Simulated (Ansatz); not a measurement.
The same path of CH₆BFO (10 atoms, charge 0, multiplicity 1) was run twice with different band settings. Lost on the way: B1–H2, O8–H10. Made: H2–H10.

These are results of RKS PBE0-D4/6-31G* (Ansatz 0.2.0), not measurements.

Relaxed end points:

```xyz
10
Properties=species:S:1:pos:R:3
B 0.031 -0.079 0.113
H 0.000 -0.710 1.152
C 1.394 0.002 -0.701
H 1.569 -0.967 -1.185
H 1.369 0.752 -1.503
H 2.276 0.190 -0.073
F -1.119 -0.116 -0.610
O -0.070 1.610 0.845
H 0.830 1.969 0.858
H -0.325 1.481 1.771
```

```xyz
10
Properties=species:S:1:pos:R:3
B 0.007 0.789 -0.603
H 0.149 -0.524 2.858
C 1.393 0.101 -0.885
H 1.323 -0.973 -0.669
H 1.652 0.181 -1.948
H 2.228 0.503 -0.302
F -1.052 0.446 -1.337
O -0.229 1.720 0.359
H 0.572 1.932 0.852
H -0.090 -0.043 2.343
```

Common settings: climbing image yes; spring 5.0 eV/Å²; optimiser quadratic models (default); start path through a guess of the saddle point; force threshold 0.03 eV/Å; iteration limit 60; end points relaxed.

| run | movable images |
| --- | --- |
| 1 | 7 |
| 2 | 1 |

(1) What does each run give, and how far can it be trusted?

Results:

(1) Run 1: converged after 20 iterations, highest image 0.949 eV above the first end. Neighbouring images differ by up to 1.3 eV, so the band resolves the path poorly. A vibrational analysis at the climbing image gives one clearly imaginary mode, 1410i cm⁻¹: a first-order saddle point.
Run 2: converged after 32 iterations, highest image 0.949 eV above the first end. Neighbouring images differ by up to 2.1 eV, so the band resolves the path poorly. Another band between the same ends (7 images) ends at a top of the same energy, where a vibrational analysis finds 1 clearly imaginary mode. So few images can step over the top or miss a turn of the path.
The orbitals stay closed-shell, which can raise the energy where a bond breaks towards radicals; this wasn't checked here.
